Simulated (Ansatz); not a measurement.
`PO[AsH2]` + H₂Se → `P[SeH]` + `O[AsH2]` at 298.15 K and 1 bar (ligand exchange at a P–O bond).

Gas-phase electronic energies from Ansatz, PBE0-D4/def2-TZVP geometries. CCSD(T)/CBS adds triple-zeta CCSD(T) − MP2 to the extrapolated MP2 energy (def2 sets, frozen cores). For As, Se outer-core shells are correlated without core-valence functions, which leaves a few kJ/mol of doubt a bond. Scalar relativity is left out up to krypton. Each species was taken in one conformer, which may not be the lowest.

| species | CCSD(T)/CBS energy (Eh) | H − E (kJ/mol) | S (J/(mol·K)) |
| --- | --- | --- | --- |
| `PO[AsH2]` | -2653.50583 | 115.8 | 331.2 |
| H₂Se | -2401.89790 | 45.8 | 219.1 |
| `P[SeH]` | -2743.44381 | 80.6 | 280.3 |
| `O[AsH2]` | -2311.97217 | 89.1 | 265.7 |

H − E and S are ideal-gas, rigid-rotor, harmonic terms from PBE0-D4/def2-TZVP, for one conformer and one mirror image of each species. 1 Eh = 2625.50 kJ/mol, R = 8.31446 J/(mol·K).

Task: By hand: ΔE, ΔH, ΔS and ΔG.

Result: ΔE = (-2743.44381) + (-2311.97217) − (-2653.50583) − (-2401.89790) = -0.01225 Eh = -32.2 kJ/mol. Δ(H − E) = 80.6 + 89.1 − 115.8 − 45.8 = 8.1, so ΔH = -24.1 kJ/mol. ΔS = 280.3 + 265.7 − 331.2 − 219.1 = -4.3 J/(mol·K). ΔG = -24.1 − 298.15 × (-4.3)/1000 = -22.8 kJ/mol.

Task: By hand: the equilibrium constant, and the temperature at which ΔG would vanish if ΔH and ΔS stayed fixed.

Result: log₁₀ K = −ΔG/(RT ln 10) = 4.0. ΔG = 0 at ΔH/ΔS = 5605 K, far beyond where these terms or the molecules hold.

The number of gas molecules stays the same, so ΔS is small and ΔH decides. A doubt of 5 kJ/mol in ΔE shifts log₁₀ K by 0.9 here. Other conformers and mirror images would add mixing entropy, several J/(mol·K) or more a flexible species. Modes under 60 cm⁻¹, often nearly free rotors, make the harmonic entropy too high. These are equilibria of isolated gas molecules and say nothing of rates. Largest T1 diagnostic: 0.013 (customary marks: 0.02 for closed shells, 0.045 for open ones).
